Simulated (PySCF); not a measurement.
C₅H₂FN₂ (charge -1).
Geometry (PBE0-D3(BJ)/def2-SVP, Å), atoms numbered from 1 in this order:
```xyz
10
C5H2FN2 angstrom
N      3.1725   -0.6501   -0.0705
C      2.0428   -0.3541   -0.0353
C      0.6816   -0.0036    0.0074
C     -0.4684   -0.8628    0.0572
C     -1.5583   -0.0083    0.0854
N     -1.1909    1.3140    0.0575
C      0.1191    1.2923    0.0121
F      0.8330    2.4306   -0.0264
H     -0.4599   -1.9531    0.0692
H     -2.6155   -0.2862    0.1256
```

Level: PBE0/pcSseg-1 in PySCF, non-relativistic, on one gas-phase PBE0-D3(BJ)/def2-SVP geometry that isn't relaxed in the solvent. The solvent is an IEF-PCM continuum (cavity from Bondi-type radii × 1.2). The model holds no explicit solvent molecules, cavitation or dispersion.

```csv
run,E − E(gas) (kcal/mol),HOMO (eV),HOMO–LUMO gap (eV)
gas,0.00,-1.35,6.15
P,-46.29,-5.07,6.10
Q,-51.16,-5.43,6.09
```

Question: The runs were made in acetone and tetrahydrofuran. Which run belongs to which solvent?

Answer: P = tetrahydrofuran, Q = acetone. The dielectric constants are 7.426 (tetrahydrofuran), 20.49 (acetone), and the energy falls further as ε rises. In this model the ground state sees the solvent through ε alone.

Question: How constant is the ratio of the lowering to 1 − 1/ε?

Answer: 
| solvent | 1 − 1/ε | E − E(gas) (kcal/mol) | ratio (kcal/mol) | polarisation term (kcal/mol) |
| --- | --- | --- | --- | --- |
| tetrahydrofuran | 0.865 | -46.29 | -53.5 | -46.97 |
| acetone | 0.951 | -51.16 | -53.8 | -52.08 |

The ratio changes by +0.5 % in size from tetrahydrofuran to acetone. The polarisation term is half the interaction of the solute with the induced surface charges.

The run took about 27 s of CPU time (one thread, shared machine). This is the whole shielding run at PBE0/pcSseg-1 in acetone, SCF included.
